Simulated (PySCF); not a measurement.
# From computed data to an observable: oscillator strength and radiative lifetime

(1Z)-1-fluoro-2-methylbuta-1,3-diene (C5H7F), SMILES C=C/C(C)=C\F.

Coordinates come from a B3LYP-D3(BJ)/def2-SVP optimisation. Other conformers were not sampled.

TDA-PBE/def2-SVPD (PySCF 2.14.0) puts the first singlet state with f over 0.02 at 5.67 eV (vertical), with the transition dipole (-0.518, -1.748, 0.000) in atomic units.

Q: Find the oscillator strength, the wavelength and the radiative lifetime that this transition would have in vacuum if emission retraced absorption.

A: 
|μ|² = 3.3238 au, so |μ| = 4.63 D. ΔE = 5.67/27.211 = 0.2084 hartree. f = (2/3) ΔE |μ|² = 0.462 (the program prints 0.462).
λ = 1239.84/5.67 = 219 nm; ν = 45732 cm⁻¹.
Einstein's coefficient A = 0.6670 ν² f s⁻¹ (ν in cm⁻¹) = 6.4e8 s⁻¹, so τ = 1/A = 1.6 ns. This state is S1. The figure is the radiative limit of this one transition; relaxation, internal conversion, crossing to triplets and a medium change what is measured.
